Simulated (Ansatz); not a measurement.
Interaction energy ladder

The pair of H$_{2}$ (SMILES [H][H], atoms 1–2) and SO$_{2}$ (SMILES O=S=O, atoms 3–5), both closed shells, in one local arrangement (a lower one may exist), relaxed at PBE0-D4/def2-TZVP:

| atom | x (Å) | y (Å) | z (Å) |
| --- | --- | --- | --- |
| H1 | 0.3527 | -0.0663 | -2.0787 |
| H2 | -0.0227 | -0.0208 | -2.7225 |
| O3 | 0.7807 | -0.0985 | 0.7241 |
| S4 | -0.5030 | 0.1037 | 1.3251 |
| O5 | -0.6078 | 0.0820 | 2.7521 |

Computed with Ansatz 0.2.0 (basis: def2-TZVPPD, with def2-QZVPPD for the basis limit); correlated methods freeze the cores. B3LYP uses VWN-RPA correlation. Extrapolation: Hartree–Fock as exp(−7.88 √X), correlation as X^−2.97. Interaction energies count from these two fragments, frozen as in the pair, with the counterpoise correction; negative means bound.

**Question.** What is the interaction energy by CCSD(T) at an estimated basis limit (MP2 extrapolated from triple and quadruple zeta, plus CCSD(T) − MP2 in triple zeta)? (To be estimated.)

**Answer.** Computed: -0.40 kcal/mol. Hartree–Fock alone gives 0.01 kcal/mol at the basis limit, so without correlation the pair would not bind at this distance. It counts from the two fragments frozen as in the pair.

The same quantity by other methods in triple zeta, and each one's difference from that estimate:
```csv
method,E_int (kcal/mol),difference
PBE-D4,-0.55,-0.15
revPBE-D4,-0.39,0.01
BLYP-D4,-0.25,0.16
r2SCAN-D4,-0.26,0.14
B97M-V,-0.40,0.00
PBE0-D4,-0.49,-0.09
B3LYP-D4,-0.35,0.05
HSE06-D4,-0.50,-0.10
wB97X-V,-0.42,-0.02
wB97M-V,-0.36,0.04
B2PLYP,-0.15,0.25
HF,0.02,0.42
MP2,-0.33,0.07
CCSD,-0.30,0.10
CCSD(T),-0.35,0.05
```
Differences are method less estimate.

**Question.** Which atoms make the shortest contact between the fragments?

**Answer.** H1 and O3, 2.84 Å apart.

Basis-set superposition shift (counterpoise-corrected less uncorrected): CCSD(T) 0.11; MP2 0.11; HF 0.01; PBE0-D4 0.01; wB97M-V 0.02 kcal/mol.

No T1 diagnostic of these runs exceeds 0.022. The restricted Hartree–Fock reference is unstable towards an unrestricted one at one or more of these structures.

For scale, one of the runs: CCSD(T)/def2-TZVPPD, 165 basis functions, launched by `ansatz run in.yaml --threads 2 --pin off --events-out ev --progress --plain --max-ram 5222MiB`. Hardware: 2 CPU threads of an Intel Xeon Platinum 8259CL, shared host. Wall time 35 s; peak host memory 1.3 GiB.
